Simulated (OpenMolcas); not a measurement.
Multiplet structure of Xe II

| Quantity | Value |
| --- | --- |
| Program | OpenMolcas |
| Method | RASSCF |
| Basis | ANO-RCC-VTZP [7s6p4d2f1g] |
| Scalar Hamiltonian | DKH2, point nucleus |
| Active space | 7 electrons in 9 orbitals (RAS2 5s 5p; RAS3 5d, at most 2 electrons) |
| State averaging | 2S+1 = 2 odd, 3 roots; 2S+1 = 2 even, 1 root |
| Spin-orbit coupling | RASSI with atomic mean-field integrals over the reference wave functions, term energies averaged over their components |

Spin-free terms above the lowest, with the occupations of the reference:

```
Configuration  Term  E (cm-1)              Occupations
      5s2 5p5   2P*       0.0  5s 1.99 5p 4.94 5d 0.07
       5s 5p6    2S     92064  5s 1.27 5p 5.42 5d 0.32
```

With spin-orbit coupling, above the lowest level:

```
Configuration  Term    J  E (cm-1)  Measured (cm-1)      g  Term weight %
      5s2 5p5   2P*  3/2       0.0              0.0  1.334            100
      5s2 5p5   2P*  1/2      9350            10537  0.666            100
       5s 5p6    2S  1/2     95180            90874  2.002            100
```

Against the 2 measured excited levels shown (NIST Handbook of Basic Atomic Spectroscopic Data) the mean absolute deviation is 2700 cm-1; the largest miss in energy is 5s 5p6 2S 1/2: computed 95180, measured 90874 cm-1 (+4.7 %), and the largest in proportion 5s2 5p5 2P* 1/2 (-11.3 %).

Spin-orbit coupling puts the lowest level 3117 cm-1 below the lowest spin-free term.

Active for correlation alone: 5d; no level in the range computed is led by a configuration that fills it, so any true level of that kind is missing. Some terms mix strongly with configurations of 5d, whose occupation reaches 0.32 (5s 5p6 2S). Computed and measured levels are paired by configuration, term and J; levels that our copy of the source lacks, or whose pairing is in doubt (as where it misses far off the trend of its configuration), stay unpaired and out of the deviations. Levels of configurations outside the active space are missing. The first state left out of the spin-orbit step lies near 140000 cm-1 above the lowest spin-free state of the reference (among the parities and spins computed), and the list stops at four fifths of that energy or lower.

The term weight is that of the spin-free term in the level, not the purity of its configuration. * marks odd parity.
